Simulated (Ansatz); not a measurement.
H9NOSi3 can be A, `O[SiH2]N[SiH2][SiH3]`, or B, `N[Si](O)([SiH3])[SiH3]`.

Program: Ansatz. Geometries: PBE0-D4/def2-TZVP. ΔE: electronic, gas phase. CBS: MP2 limit from def2 TZ/QZ plus the TZ coupled-cluster correction, frozen cores. DFT in def2-TZVPP. B3LYP here is the variant with VWN-RPA as its local correlation; programs differ in this. Each species was taken in one conformer, which may not be the lowest.

A:

Z-matrix (Å, degrees):
```
Si
N 1 1.717
O 1 1.644 2 114.8
H 1 1.479 2 110.5 3 -116.5
H 1 1.487 2 105.2 3 122.1
Si 2 1.733 1 129.1 3 -104.1
H 2 1.012 1 115.6 3 72.2
H 3 0.958 1 117.7 2 61.8
Si 6 2.343 2 111.3 1 3.9
H 6 1.492 2 110.4 1 123.9
H 6 1.492 2 111.6 1 -118.2
H 9 1.486 6 112.8 2 -70.0
H 9 1.490 6 107.4 2 170.5
H 9 1.489 6 111.0 2 52.4
```

B:

Z-matrix (Å, degrees):
```
Si
O 1 1.663
Si 1 2.350 2 109.9
N 1 1.709 2 110.8 3 -118.2
Si 1 2.350 2 110.0 3 123.6
H 2 0.959 1 117.3 3 -62.0
H 3 1.491 1 110.4 2 46.3
H 3 1.488 1 111.2 2 166.3
H 3 1.491 1 110.8 2 -73.0
H 4 1.007 1 120.9 2 -74.2
H 4 1.007 1 120.9 2 74.1
H 5 1.491 1 110.4 2 -46.1
H 5 1.491 1 110.8 2 73.3
H 5 1.488 1 111.2 2 -166.0
```

Problem. Which isomer does CCSD(T)/CBS put lower? Give the gap. (Best estimate.)

Solution. The calculation gave: A, by 67.9 kJ/mol.

Problem. Give E(B) − E(A) in kJ/mol with ωB97M-V, CCSD/def2-TZVPP, HF/def2-TZVPP, B3LYP-D4, PBE0-D4, r2SCAN-D4, CCSD(T)/def2-TZVPP. (Estimate.)

Solution. The calculation gave: ωB97M-V 69.8, CCSD/def2-TZVPP 71.1, HF/def2-TZVPP 83.1, B3LYP-D4 62.0, PBE0-D4 52.4, r2SCAN-D4 58.5, CCSD(T)/def2-TZVPP 68.7. None reverses the order clearly.

Largest T1 diagnostic: 0.013.

In def2-TZVPP, CCSD(T) changes the Hartree–Fock value by −14.4 kJ/mol (the triples alone add −2.4 kJ/mol) and MP2 by −7.3 kJ/mol. From PBE to PBE0 (25 % exact exchange), in def2-TZVPP and without D4, E(B) − E(A) moves by +9.1 kJ/mol.
